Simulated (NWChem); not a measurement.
A series in which one site is exchanged, each optimised at PBE0/def2-SVP with NWChem, gas phase unless a solvent is named. Some are not confirmed as minima by frequencies. def2 effective core potentials on In; no spin-orbit coupling.

A: [SH][GaH2] (GaH$_{3}$S; site = Ga)
B: [AlH2][SH] (AlH3S; site = Al)
C: [SH][InH2] (InH₃S; site = In)
D: BS (BH3S; site = B)

```
quantity                                                A     B     C     D
----------------------------------------------------  ---  ----  ----  ----
dipole (D), PBE0/def2-SVP                             [?]  1.13  1.68  1.06
orbital gap (eV), PBE0/def2-SVP                       [?]  6.40  5.64  7.26
static polarisability, B3LYP/def2-SVPD (bohr³)        [?]  53.0  64.1  38.2
lowest singlet excitation, B3LYP/def2-SVPD, TDA (eV)  [?]  5.45  4.64  6.12
```

Task: Some entries are withheld; supply them.

Result: 
- dipole (D), PBE0/def2-SVP, A: 1.23
- orbital gap (eV), PBE0/def2-SVP, A: 6.21
- static polarisability, B3LYP/def2-SVPD (bohr³), A: 54.6
- lowest singlet excitation, B3LYP/def2-SVPD, TDA (eV), A: 5.23
